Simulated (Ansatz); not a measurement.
Worked example: B(CH3)2(SH) → B(CH3)(SH) + CH3

Species: B(CH3)2(SH), singlet; B(CH3)(SH), doublet; CH3 (methyl radical) `[CH3]`, doublet. 

Shapes, held fixed at every level: PBE0-D4/def2-TZVP. Flexible molecules stand in one conformer, not always the lowest. Programs: Ansatz 0.2.0. The zero-point and thermal change to 298 K, harmonic and unscaled (PBE0-D4/def2-TZVP), is -18.0 kJ/mol.

At CCSD(T)/CBS estimate; 1 Eh = 2625.50 kJ/mol:

```
    species  energy (Eh)
B(CH3)2(SH)  -502.939183
 B(CH3)(SH)  -462.986663
        CH3   -39.782177
```

**Question.** Work out ΔH(298 K) of the reaction at this level.

**Answer.** 
1. Products less reactants: (-462.986663) + (-39.782177) − [(-502.939183)] = 0.170343 Eh = +447.2 kJ/mol.
2. With the thermal change: +447.2 + (-18.0) = +429.2 kJ/mol.

Other levels give +394.8 (r2SCAN-D4/def2-TZVPP) to +484.4 kJ/mol (SPW92/def2-TZVPP). No measured value is set beside it here. Open shells run unrestricted unless RO is named. The CBS estimate extrapolates MP2 from def2-TZVPP and def2-QZVPP and adds CCSD(T) − MP2 in the triple-zeta set, cores frozen.
